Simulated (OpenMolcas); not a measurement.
N II: from RASSCF to RASPT2

- Program: OpenMolcas
- Basis: ANO-R2 [4s4p2d1f]
- Scalar Hamiltonian: X2C, finite nucleus
- Active space: 4 electrons in 9 orbitals (RAS2 2s 2p; RAS3 3d, at most 2 electrons)
- State averaging: 2S+1 = 3 even, 6 roots; 2S+1 = 1 even, 11 roots; 2S+1 = 5 odd, 1 root; 2S+1 = 3 odd, 9 roots; 2S+1 = 1 odd, 8 roots
- Spin-orbit coupling: state interaction with AMFI integrals over the reference wave functions, term energies averaged over their components

Methods on the same reference wave functions:
A. RASSCF
B. SS-RASPT2, IPEA 0.25 Eh, imaginary shift 0.1 Eh (closed shells correlated: 1s)
C. MS-RASPT2, IPEA 0.25 Eh, imaginary shift 0.1 Eh (closed shells correlated: 1s)

Energies in cm-1 above 2s2 2p2 3P0, the measured ground level; measured values from NIST Handbook of Basic Atomic Spectroscopic Data.

```json
{"Level": "2s2 2p2 3P0", "A": "0.0", "B": "0.0", "C": "0.0", "Measured": "0.0"}
{"Level": "2s2 2p2 3P1", "A": "43.6", "B": "43.7", "C": "43.8", "Measured": "48.7"}
{"Level": "2s2 2p2 3P2", "A": "130", "B": "130", "C": "130", "Measured": "131"}
{"Level": "2s2 2p2 1D2", "A": "17497", "B": "15850", "C": "15850", "Measured": "15316"}
{"Level": "2s2 2p2 1S0", "A": "36492", "B": "33280", "C": "33280", "Measured": "32689"}
{"Level": "2s 2p3 5S* 2", "A": "42935", "B": "45420", "C": "45430", "Measured": "46785"}
{"Level": "2s 2p3 3D* 1", "A": "93905", "B": "92020", "C": "92020", "Measured": "92251"}
{"Level": "2s 2p3 3D* 2", "A": "93906", "B": "92020", "C": "92020", "Measured": "92250"}
{"Level": "2s 2p3 3D* 3", "A": "93907", "B": "92020", "C": "92030", "Measured": "92236"}
{"Level": "2s 2p3 3P* 0", "A": "113855", "B": "110090", "C": "110100", "Measured": "109223"}
{"Level": "2s 2p3 3P* 1", "A": "113855", "B": "110090", "C": "110100", "Measured": "109216"}
{"Level": "2s 2p3 3P* 2", "A": "113855", "B": "110090", "C": "110100", "Measured": "109217"}
{"Level": "2s 2p3 1D* 2", "A": "150098", "B": "145280", "C": "145290", "Measured": "144188"}
{"Level": "2s 2p3 3S* 1", "A": "160887", "B": "156580", "C": "156590", "Measured": "155127"}
{"Level": "2s 2p3 1P* 1", "A": "172911", "B": "165890", "C": "165890", "Measured": "166766"}
```

Deviations, from unrounded energies. A percentage is the sum of absolute deviations over the sum of measured energies, with the sign that they share, or ± where signs differ.

| Against measurement | Levels | A | B | C |
| --- | --- | --- | --- | --- |
| mean absolute deviation (cm-1) | 14 | 3300 | 660 | 660 |
| fine structure of the ground term (%) | 2 | -3.4 | -3.3 | -3.0 |
| other terms of the ground configuration (%) | 2 | +12.5 | +2.3 | +2.3 |
| other configurations (%) | 10 | ±3.6 | ±0.7 | ±0.7 |

B, C lie about equally close to measurement and A furthest from it. The largest miss of B in the table is 2s 2p3 3S* 1, by +1500 cm-1. The ranking rests on the paired levels alone, and a cruder setting can come out closer through cancelling errors.

Between B and C the level of the table that moves most is 2s 2p3 5S* 2, by 8.7 cm-1 (lowest in B, highest in C). Moves below CASPT2's spread within the term are not significant.

The two smallest mean deviations differ by little beside CASPT2's spread within terms, so their order carries little weight.

From A to B the spin-free energies of the other terms of 2s2 2p2 shown, above 3P, scale by a factor of 0.91.

The lowest spin-free term lies below A's lowest term by 0.039 hartree in B, 0.039 hartree in C.

CASPT2 breaks the degeneracy within a term, and the mean is taken; among the terms shown or strongly mixed into the levels shown the widest spread is 45 cm-1 (2s 2p3 3D*, C). Active for correlation alone: 3d; no level in the range computed is led by a configuration that fills it, so any true level of that kind is missing. Without dynamic correlation excited terms often stand tens of per cent too high (terms of higher spin than the ground term too low), and those without a measured partner can miss by more than the paired ones (holds for A). Measured partners are found by configuration, term and J. A level has none where our copy of the source lacks it or the pairing is in doubt (some pairs that miss far off the trend of their configuration count as doubtful), and it then counts in no deviation. Levels of configurations outside the active space are missing. The table leaves out levels that lie high or whose names do not pair safely across all columns.

* marks odd parity.
